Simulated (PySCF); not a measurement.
# Correlation energy of Tl²⁺ (thallium, charge +2)

Starting occupation: [Xe] 4f14 5d10 6s1, 6s1/2 with m_j = +1/2. All numbers are calculated (PySCF 2.14, X2C-1e with screened-nucleus spin-orbit coupling, Gaussian nucleus, in x2c-TZVPPall-2c). Frozen: [Kr] 4d10 4f14; 19 electrons correlated; the 24 highest virtual spinors left out.

MP2 pair energies summed by pair of shells (mhartree):

```csv
pair,energy,share (%)
5d3/2-5d5/2,-114.65,27.1
5d5/2-5d5/2,-81.07,19.2
5d3/2-5d3/2,-33.89,8.0
5d5/2-5p3/2,-33.00,7.8
5d5/2-6s1/2,-31.25,7.4
5d3/2-5p3/2,-23.23,5.5
5d3/2-6s1/2,-19.11,4.5
5d5/2-5p1/2,-15.30,3.6
5p3/2-5p3/2,-11.19,2.6
5p1/2-5p3/2,-10.41,2.5
5d3/2-5p1/2,-10.11,2.4
5d5/2-5s1/2,-9.70,2.3
5p3/2-5s1/2,-7.99,1.9
5d3/2-5s1/2,-6.59,1.6
5p3/2-6s1/2,-4.26,1.0
5p1/2-5s1/2,-3.88,0.9
5p1/2-5p1/2,-2.71,0.6
5s1/2-5s1/2,-2.18,0.5
5p1/2-6s1/2,-1.54,0.4
5s1/2-6s1/2,-0.53,0.1
```

Total MP2 correlation energy: -422.59 mhartree.

This basis was not built for core-valence correlation, so the inner-shell part is incomplete.
